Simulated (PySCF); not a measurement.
## Radial density of He (helium, neutral)

UHF, 1s1 3d1, high-spin 3D determinant (an excited configuration). Computed with PySCF 2.14 in aug-cc-pVQZ, with no relativity, point nucleus.

```tsv
r (bohr)	4πr²ρ (e/bohr)	4πr²(ρα − ρβ)
0.0117	0.004111	0.0041
0.0197	0.01140	0.0114
0.0331	0.03069	0.0307
0.0557	0.07876	0.0788
0.0938	0.1912	0.1912
0.158	0.4165	0.4165
0.265	0.7656	0.7656
0.446	1.053	1.0525
0.750	0.8979	0.8979
1.26	0.4872	0.4872
2.12	0.7526	0.7526
3.57	0.05197	0.0520
```

The outer electron is Rydberg-like, and this basis confines it to a smaller radius and binds it less than a complete one would. At UHF the highest occupied level has a positive energy, so only the finite basis holds that electron; for this excited configuration the basis is too tight for the outer shell.
